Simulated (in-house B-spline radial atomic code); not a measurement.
The numbers below are computed, except where a source is named.
## Correlation energy from the adiabatic connection: ω²r²/2 − Z/r, ω = 0.0163, Z = 1

Two electrons in a singlet, external potential ω²r²/2 − Z/r, ω = 0.0163, Z = 1 (atomic units). Full CI in B-splines (partial waves to l = 8, correlation up to 0.6 % small) with the density held fixed gives W(λ) = <V_ee>_λ − U, and E_c is the integral of W(λ) − W(0) from 0 to 1.

```csv
λ,W(λ) − W(0) (hartree)
0,0.00000
0.02,-0.00238
0.05,-0.00583
0.12,-0.01334
0.25,-0.02554
0.4,-0.03731
0.6,-0.05008
0.8,-0.06036
1,-0.06880
```

(1) Integrate the table by the trapezoid rule.

(2) Now use only three numbers: W(0) = -0.38925, the initial slope W'(0) = -0.1205 (extrapolated from the first points) and the strong-coupling limit of the point-charge-plus-continuum model, W∞ = -0.56578. What do second-order theory and the interpolation W(λ) = W∞ + (W(0) − W∞)/√(1 + 2χλ) of Seidl, Perdew and Levy give?

## Answers

(1) The strips give -0.00002, -0.00012, -0.00067, -0.00253, -0.00471, -0.00874, -0.01104, -0.01292, which sum to -0.04076 hartree. The direct value, W(1) − W(0) + T_c with T_c = 0.02788, is -0.04092; the curve is convex, so chords lie above it and the trapezoids fall short in size by 0.40 %.

(2) Second order keeps the slope alone: E_c = W'(0)/2 = -0.06025, +47 % in size against -0.04092. Matching the slope fixes χ = W'(0)/(W∞ − W(0)) = -0.1205/(-0.17653) = 0.68260. Integrating, with s = √(1 + 2χ) = 1.537923, E_c = −(W(0) − W∞)(s − 1)/(s + 1) = −0.17653 × 0.537923/2.537923 = -0.03742 hartree, -8.6 % in size against the full result. At λ = 1 the formula gives W − W(0) = -0.06175 against -0.06880. Part of the miss can come from the model's W∞.
